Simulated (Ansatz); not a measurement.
C₂H₇O (SMILES C[OH+]C), charge +1, singlet, geometry from GFN2-xTB; BLYP/6-311+G(2d,p) in Ansatz (an electronic-structure program).

The Ansatz input:
Ansatz 0.2 input:
```yaml
crystal:
  periodic: [false, false, false]
  atoms:
    - {symbol: C, position_ang: [-0.00223143, 1.21625181, -0.23715729]}
    - {symbol: O, position_ang: [0.06253569, -0.00293426, 0.54553241]}
    - {symbol: C, position_ang: [0.01855330, -1.21299750, -0.25260614]}
    - {symbol: H, position_ang: [0.03713273, 2.06033938, 0.44988519]}
    - {symbol: H, position_ang: [0.87422661, 1.24376925, -0.88384307]}
    - {symbol: H, position_ang: [-0.90875310, 1.26332016, -0.84164350]}
    - {symbol: H, position_ang: [0.07242889, -2.06495723, 0.42365030]}
    - {symbol: H, position_ang: [-0.88709609, -1.26787824, -0.85774070]}
    - {symbol: H, position_ang: [0.89528349, -1.21728810, -0.89949420]}
    - {symbol: H, position_ang: [-0.68143921, -0.01335695, 1.18350721]}
basis:
  gaussian:
    orbitals: 6-311+G_2d_p_.json
hamiltonian:
  xc: blyp
total_charge: 1
```
The basis file holds 6-311+G(2d,p) in the JSON format of the Basis Set Exchange.

Problem. What does Ansatz print? Leave out banner, timings and long lists.

Solution. 
```
Functional definition: BLYP
883 factors; their error is unknown
mean field evaluation 1: about -4208.3027 eV, gradient 9.5e1 eV
mean field evaluation 2: about -4177.1092 eV, gradient 1.5e2 eV
mean field evaluation 4: about -4226.0964 eV, gradient 1.4e1 eV
mean field evaluation 8: about -4226.4165 eV, gradient 2.5e-1 eV
mean field evaluation 16: about -4226.3820 eV, gradient 3.9e-5 eV
mean field -4226.38199183 eV, -155.3166734553 hartree, gradient 3.8e-5 eV, S^2 0.000000; 0 other end points of the search recorded, 0 dependent functions left out
reference -4226.38232130 eV, -155.3166855628 hartree; 13, 13 occupied and 110, 110 virtual orbitals, 883 factors
Total energy: -4226.38232130 eV, -155.3166855628 hartree
```
